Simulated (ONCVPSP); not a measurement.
# Before and after: ONCV potential for Tl

```
Element                 : Tl
Generator               : ONCVPSP 4.0.1
Type                    : optimised norm-conserving Vanderbilt (ONCV)
Functional              : LDA (Perdew-Wang 92)
Relativity              : scalar-relativistic
Frozen core             : [Xe] 4f14 5d10
Valence charge          : 3
Reference configuration : 6s2 6p1
Partial waves           : 6s: rc 2.05 bohr, ncon 5, nbas 9, qcut 2.8 1/bohr, 1 projector; 6p: rc 2.45 bohr, ncon 4, nbas 8, qcut 3.5 1/bohr, 2 projectors, debl 3.3 Ha
Local potential         : polynomial inside 2.00 bohr (lpopt 5, dvloc0 6 Ha)
Core correction         : Teter function, fcfact 5.25, rcfact 1.7
```

Change: local potential polynomial inside 1.95 bohr (lpopt 5, dvloc0 0 Ha).

Cutoffs: the cutoffs (Ha) at which the residual kinetic energy of the hardest occupied pseudo-wave falls to 1 and 0.1 mHa per electron; they do not see the model core or the augmentation charge, which bear on the density cutoff. Errors are all-electron minus pseudo energies relative to the spin-unpolarised reference configuration.

How do hardness, ghosts and transferability respond?

The potential gets neither clearly harder nor softer (11 Ha and 37 Ha → 11 Ha and 37 Ha); a bound ghost appears in s, which as a rule spoils a file; the number of tests with a reliable result goes from 4 to 1; the range in which the s phases agree widens (upper end 1.7 → 3.1); the range in which the p phases agree narrows (upper end at the end of the scan → 3.5). In the separable form a ghost depends on how the local part lies against the semilocal potential of the channel, so the choice of the local part can create or remove one.

```csv
quantity,base,changed
"cutoff, loose",11 Ha,11 Ha
"cutoff, tight",37 Ha,37 Ha
bound ghosts,none,s
GHOST(+) flags under 300 eV,none,none
tests with a reliable result,4 of 4,1 of 4
"error for 6s2 6p0.5, meV [ΔE 1.97 eV]",-30,-31
s: phases at 2.08 bohr within 0.05 rad from the reference energy up to (Ha; the scan ends near 5),1.7,3.1
p: phases at 2.49 bohr within 0.05 rad from the reference energy up to (Ha; the scan ends near 5),to the end of the scan,3.5
"rms error of d²Exc/dni dnj with the model core, mHa",4.28,4.28
```

 A true bound ghost makes a file unfit for plane-wave use even where its test errors are small: the radial tests pick states by their node count and pass the ghost by.
